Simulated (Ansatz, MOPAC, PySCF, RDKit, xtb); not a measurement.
Dimer: HBr (SMILES Br) (first 2 atoms) with H4OSi (SMILES O[SiH3]); geometry from B3LYP-D3(BJ)/def2-TZVP, rigid monomers moved along the line of their centres of mass till H2···O3 is 2.64 Å.
(charge 0, multiplicity 1):
```xyz
8

Br    -0.609    -1.156    -0.021
H     -0.155    -0.423     1.135
O      0.545     0.757     3.388
Si     0.040     0.391     4.933
H      1.229     1.419     3.261
H      1.168    -0.116     5.746
H     -0.990    -0.649     4.761
H     -0.527     1.588     5.594
```

| level | interaction energy (kJ/mol) | minus CCSD(T)/CBS(def2-SVPD, def2-TZVPPD) | cost |
|---|---|---|---|
| UFF | -1.4 | 9.8 | - |
| AM1 | -9.2 | 2.0 | - |
| PM7 | -13.4 | -2.2 | - |
| GFN1-xTB | -7.2 | 4.0 | - |
| HF/3-21G (no counterpoise) | -18.0 | -6.8 | - |
| HF/def2-TZVPPD | -8.9 | 2.3 | - |
| PBE-D3(BJ)/def2-TZVPPD | -12.3 | -1.1 | ×1 |
| BP86/6-31G* (no counterpoise) | -11.7 | -0.4 | - |
| B3LYP/3-21G (no counterpoise) | -20.1 | -8.9 | - |
| B3LYP/def2-TZVPPD | -8.7 | 2.5 | ×1 |
| B3LYP-D4/def2-TZVPPD | -11.7 | -0.5 | ×1 |
| PBE0-D3(BJ)/def2-TZVPPD | -12.4 | -1.2 | ×1 |
| PBE0-D4/def2-TZVPPD | -12.2 | -1.0 | ×1 |
| M06-2X/6-31G* (no counterpoise) | -14.8 | -3.6 | - |
| MP2/6-31G* | -12.6 | -1.4 | - |
| MP2/6-31G* (no counterpoise) | -15.6 | -4.3 | - |
| MP2/CBS(def2-SVPD, def2-TZVPPD) | -11.6 | -0.4 | - |
| CCSD/def2-TZVPPD | -10.6 | 0.6 | - |
| CCSD(T)/def2-TZVPPD | -11.0 | 0.2 | ×100* |
| CCSD(T)/CBS(def2-SVPD, def2-TZVPPD) | -11.2 | 0.0 | ×100* |

 The comparison column counts from a level with limits of its own.

The rows run from -20.1 (B3LYP/3-21G (no counterpoise)) to -1.4 kJ/mol (UFF). In def2-TZVPPD the value moves HF -8.9, CCSD -10.6, CCSD(T) -11.0, a shift of -2.1 from HF to CCSD(T). The dispersion term adds -3.0 in B3LYP-D4.

Counterpoise-corrected where a basis set is named; no monomer relaxation. Rows marked so take none. RDKit's UFF carries no charges.

Correlated levels freeze the cores. Filled d and f shells under p-block atoms count as core. CBS: X⁻³ extrapolation of the correlation energy, Hartree–Fock from the larger set. Rows in 3-21G, 6-31G* carry no dispersion term and start afresh at each structure (6-31G* with six Cartesian d functions); the Pople sets are all-electron and without relativity. MP2/6-31G* freezes PySCF's default core, which leaves 3d correlated. The state reached by AM1, PM7 isn't checked; PM7 holds dispersion and hydrogen-bond terms.

Run with Ansatz (Gaussian basis) for Hartree–Fock, density functionals and correlated methods; MOPAC for AM1, PM7 (differences of heats of formation); PySCF for 3-21G rows, 6-31G* rows, the dispersion terms; RDKit for the force fields; xtb for the GFN methods. Each number belongs to the level named beside it.

Costs are rough ratios of core time to PBE/def2-TZVPPD (about 7 s over the structures, on one shared machine); a dash marks a level with no comparable run of its own. A star marks coupled-cluster runs past 200 virtual orbitals, where the program's memory plan changes under this machine's limit, so their costs aren't comparable with smaller runs.

Ansatz is a program for electronic structure.
